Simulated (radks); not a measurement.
Q: These are the eigenvalues of the occupied orbitals of an atom or ion with whole-number occupations (Ry). All-electron calculation, scalar-relativistic Kohn-Sham, LB94 model potential, spin-unpolarised, spherical densities, finite nucleus; Fermi nuclear charge, rms radius of each element as measured or else 0.836 A^(1/3) + 0.57 fm. Program: a radial shooting solver on a logarithmic mesh with Libxc functionals.

1s: -1785.828
2s: -262.0088
2p: -235.2957
3s: -47.93802
3p: -39.12161
3d: -25.06849
4s: -6.66972
4p: -4.16262
4d: -0.71321

Which element is it, and in what charge state? The configuration may be excited.

A: Z = 46, palladium, charge 0: Pd in [Kr] 4d10. The list shows which subshells hold electrons but not how many an open one holds; the 1s level, -892.91 hartree, gives Z - s = 42.3 by -(Z - s)^2/2, which with screening and relativity narrows Z to a few neighbours, and the depths of the outer levels then fix element, charge and occupations together.
